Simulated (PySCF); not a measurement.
Species: C5H7Cl2FSi.
Numbering: `[F:1][CH2:2][Si@H:3]([Cl:4])[C:5]1=[C:6]([Cl:7])[CH2:8][CH2:9]1`

Geometry (GFN2-xTB, Å), atoms numbered from 1 in this order:
```
atom  x, y, z in Å
F1     2.595    1.418   -0.464
C2     2.623    0.103   -0.048
Si3    1.149   -0.273    1.135
Cl4    1.302   -2.240    1.587
C5    -0.472    0.002    0.249
C6    -1.353    1.010    0.166
Cl7   -1.417    2.566    0.840
C8    -2.314    0.312   -0.746
C9    -1.314   -0.868   -0.674
H10    3.592   -0.043    0.437
H11    2.600   -0.506   -0.957
H12    1.269    0.536    2.343
H13   -2.431    0.764   -1.729
H14   -3.296    0.115   -0.322
H15   -0.838   -1.117   -1.619
H16   -1.704   -1.771   -0.210
```

NICS = −σ at a ghost point: NICS(0) at the centroid of the ring atoms, NICS(1) 1 Å to either side along the normal of their mean plane, zz for the tensor component along that normal. Level: GIAO PBE0/pcSseg-1 (PySCF, non-relativistic, gas phase) on the GFN2-xTB geometry, one conformer.

Ring bond lengths (Å), with Mayer bond orders in brackets: C5–C6 1.342 (1.66), C6–C8 1.497 (1.03), C8–C9 1.548 (1.05), C9–C5 1.523 (1.02).

Problem. Give the NICS values of each ring in ppm.

Solution. 
```
       ring                                                    type  NICS(0)  NICS(1), two faces  NICS(1)zz, two faces  rms pucker (Å)  centre to ring atoms, mean (Å)
C5–C6–C8–C9  4-membered carbocycle; formal bonds 1 double, 3 single     -1.5         -2.6 / -2.5            -0.3 / 0.0            0.00                            1.04
```

Problem. What can be read from them?

Solution. 
- C5–C6–C8–C9: mean NICS(1)zz -0.2 ppm, near zero. C8, C9 have four or more neighbours, so the value isn't read as a sign of a π ring current.

Problem. What field does 11.7 T along the ring normal induce along that normal at the second NICS(1) probe listed for ring C5–C6–C8–C9, 1 Å off the ring?

Solution. NICSzz × B0 = 0.0 ppm × 11.7 T = 0 μT.

Problem. How shielded are the nuclei of the rings and their hydrogens (means over atoms taken as equivalent)?

Solution. 
```csv
atoms,environment,σ isotropic (ppm)
C5,fully substituted alkene carbon,39.5
C6,vinylic C–Cl carbon,24.2
C8,allylic carbon,145.3
C9,allylic carbon,158.8
H13,methylene hydrogen,28.76
H14,methylene hydrogen,28.77
H15,methylene hydrogen,29.18
H16,methylene hydrogen,29.07
```
